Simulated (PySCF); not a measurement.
```xyz
5
charge 0 multiplicity 3, angstrom
Zr    0.0000    0.0000   -0.1521
O     1.8296   -0.3820    0.3575
O    -1.8296    0.3820    0.3575
H     2.6189   -0.5468    0.8653
H    -2.6189    0.5468    0.8653
```

Computed with UPBE0/[Zr def2-TZVP with ECP28, O def2-TZVP, H def2-TZVP], scalar-relativistic core potentials, density fitting, no spin–orbit coupling, PySCF.

This geometry of Zr(OH)₂ is a stationary point at this level.

(1) What is the point group?

(2) Is it a minimum?

(3) Which band is strongest in the infrared?

(4) What are the dipole moment and the gap between the highest occupied and lowest empty levels of either spin?

(5) Give the atomic charges and bond orders.

Answers

(1) C2v.

(2) Yes: all harmonic wavenumbers are real.

(3) 3996 cm⁻¹ (b2), 307 km/mol.

(4) 1.28 D and 3.01 eV.

(5) 
| atom | Mulliken | Löwdin | polar tensor | spin (Mulliken) | Mayer order to Zr1 |
| --- | --- | --- | --- | --- | --- |
| Zr1 | 0.87 | 0.39 | 0.98 | 2.07 | – |
| O2,3 | -0.76 | -0.35 | -0.80 | -0.03 | 0.97 |
| H4,5 | 0.32 | 0.15 | 0.31 | 0.00 | 0.03 |
Other Mayer orders above 0.3: O–H 0.89 (×2).

This need not be the most stable arrangement of these atoms. With open d or f shells other occupations or spin states may lie lower.
